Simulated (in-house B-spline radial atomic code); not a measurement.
Configurations of P⁺, with energies counted from [Ne] 3s2 3p2. Method: non-relativistic M06-2X, spin-polarised, spherical fractional occupations, exact exchange averaged over the configuration, point nucleus. Calculated with a B-spline radial code for spherical atoms. Shells without spins written out take the highest spin.

Occupations are held fixed; configurations that lie above the ionisation limit could autoionise.

| configuration | E - E(ref) (eV) | highest orbital | its <r> (bohr) |
| --- | --- | --- | --- |
| [Ne] 3s2 3p1 4s1 | 10.53 | 4s up | 4.656 |
| [Ne] 3s2 3p1 3d1 | 11.118 | 3d up | 3.145 |
| [Ne] 3s1 3p2 4s1 | 17.692 | 4s up | 4.62 |
| [He] 2s2 2p5 3s2 3p2 3d1 | 140.39 | 3d up | 2.625 |

Question: Order these further configurations by energy, lowest first.
A. [Ne] 3s1 3p3
B. [He] 2s2 2p5 3s2 3p2 4s1
C. [He] 2s2 2p5 3s2 3p2 4f1
D. [Ne] 3s1 3p2 3d1

Answer: A (6.2353 eV), D (17.604 eV), B (140.71 eV), C (145.38 eV).
